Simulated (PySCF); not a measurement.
C₇H₁₃Al.
SMILES: `[CH]1([AlH][CH]2CCC2)CC1`

Computed with TDDFT CAM-B3LYP/def2-SVPD, vertical, gas phase, core orbitals frozen in the response (PySCF 2.14.0, density-fitted response routines). The structure is a single PBE0-D3(BJ)/def2-SVP conformer in the gas phase; no vibrational or solvent corrections. Torsions of this conformer, `[CH2:1]1[CH2:2][CH:3]([AlH:4][CH:5]2[CH2:6][CH2:7]2)[CH2:8]1`: C2–C3–Al4–C5 -177°, C3–Al4–C5–C6 40°.

| state | E (eV) | E (kJ/mol) | λ (nm) | f | main configurations (H = HOMO, L = LUMO) |
| --- | --- | --- | --- | --- | --- |
| S1 | 4.94 | 477 | 251.0 | 0.0009 | H→L (96%) |
| S2 | 5.41 | 522 | 229.2 | 0.0024 | H-1→L (94%) |
| S3 | 6.61 | 637 | 187.7 | 0.029 | H→L+1 (78%) |
| S4 | 6.75 | 651 | 183.8 | 0.079 | H-2→L (95%) |
| S5 | 7.06 | 681 | 175.6 | 0.0054 | H-3→L (90%) |
| S6 | 7.12 | 687 | 174.1 | 0.0050 | H-4→L (90%) |
| S7 | 7.19 | 694 | 172.3 | 0.019 | H-1→L+1 (41%), H→L+2 (37%) |
| S8 | 7.35 | 709 | 168.7 | 0.011 | H-5→L (52%), H→L+3 (14%), H→L+2 (10%) |
| S9 | 7.36 | 710 | 168.5 | 0.011 | H-5→L (37%), H→L+3 (24%), H→L+4 (11%) |
| S10 | 7.40 | 714 | 167.5 | 0.0089 | H→L+3 (30%), H-1→L+1 (28%), H→L+2 (13%) |

Triplets (Tamm–Dancoff): T1 4.67 eV, H→L (93%); T2 5.05 eV, H-1→L (89%); T3 6.25 eV, H→L+1 (55%), H→L+4 (15%), H→L+2 (10%); T4 6.32 eV, H-2→L (86%).

The lowest singlet comes at 251 nm (477 kJ/mol) in the ultraviolet; it is very weak; its leading configuration is HOMO→LUMO (96%). The strongest level in the table is S4 at 6.75 eV (184 nm, f = 0.079). Löwdin shares by element: HOMO carbon 51% or more, aluminium 17% (atoms not listed hold the other 32%); LUMO aluminium 52%, carbon 14% or more, hydrogen 10% or more (atoms not listed hold the other 24%). Orbital energies (eV): HOMO-3 -9.99, HOMO-2 -9.72, HOMO-1 -8.90, HOMO -8.37, LUMO -0.04, LUMO+1 0.99, LUMO+2 1.62. The oscillator strengths of these states sum to 0.171; summed over the whole spectrum of an exact calculation they would give the number of electrons, 68 (Thomas–Reiche–Kuhn). Weighted by f, the mean energy of these states is 6.88 eV. The vertical ionisation energy (ΔSCF) is 8.99 eV, 1.59 eV above S10. Singlets were solved by full linear response, triplets in the Tamm–Dancoff approximation.

Time: 2.7 min wall; peak memory 1.3 GiB. Hardware: one thread, AMD EPYC 9R45 (x86_64), shared host with 96 logical CPUs at a one-minute load of 39.
